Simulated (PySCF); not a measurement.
C₆H₁₁BO₂Si₂, SMILES c1c(cccc1)[SiH2][SiH2]B(O)O, GFN2-xTB optimised geometry.

```
22

O     -3.71    -4.38    -3.52
B     -2.76    -4.31    -2.54
O     -2.72    -5.35    -1.67
Si    -1.48    -2.85    -2.23
Si    -1.41    -2.04    -0.06
C     -0.45    -0.41     0.00
C     -1.10     0.82    -0.01
C     -0.39     2.00    -0.01
C      0.99     1.98     0.00
C      1.66     0.77     0.00
C      0.94    -0.41     0.00
H     -3.75    -3.66    -4.15
H     -3.36    -6.05    -1.84
H     -1.74    -1.72    -3.16
H     -0.10    -3.23    -2.62
H     -2.74    -1.75     0.52
H     -0.76    -2.95     0.89
H     -2.18     0.84    -0.01
H     -0.92     2.95    -0.01
H      1.55     2.91     0.00
H      2.74     0.74     0.00
H      1.47    -1.36     0.00
```

Density from PBE/def2-SVP in PySCF at that geometry.

Minimum of the electron density along straight lines between bonded atoms, close to the bond critical point (lines longer than 1.1 times the sum of covalent radii, or with two minima, are not listed):

```csv
bond,length / Å,ρ at the minimum / e bohr⁻³,∇²ρ there / e bohr⁻⁵,position (fraction from the first atom)
O1–B2,1.364,0.198,1.10,0.67
B2–O3,1.351,0.207,1.17,0.33
B2–Si4,1.971,0.112,0.10,0.62
Si5–C6,1.889,0.111,0.32,0.38
C6–C7,1.391,0.304,-0.73,0.50
C7–C8,1.383,0.310,-0.77,0.50
C8–C9,1.385,0.309,-0.77,0.50
C9–C10,1.385,0.309,-0.77,0.50
C6–C11,1.391,0.304,-0.73,0.50
C10–C11,1.383,0.310,-0.77,0.50
O1–H12,0.955,0.360,-2.38,0.81
O3–H13,0.960,0.354,-2.27,0.81
Si4–H14,1.486,0.110,0.30,0.49
Si4–H15,1.476,0.111,0.31,0.49
Si5–H16,1.475,0.113,0.30,0.49
Si5–H17,1.471,0.114,0.31,0.49
C7–H18,1.081,0.281,-1.05,0.63
C8–H19,1.081,0.280,-1.04,0.63
C9–H20,1.081,0.281,-1.05,0.63
C10–H21,1.081,0.280,-1.04,0.63
C11–H22,1.081,0.281,-1.05,0.63
```
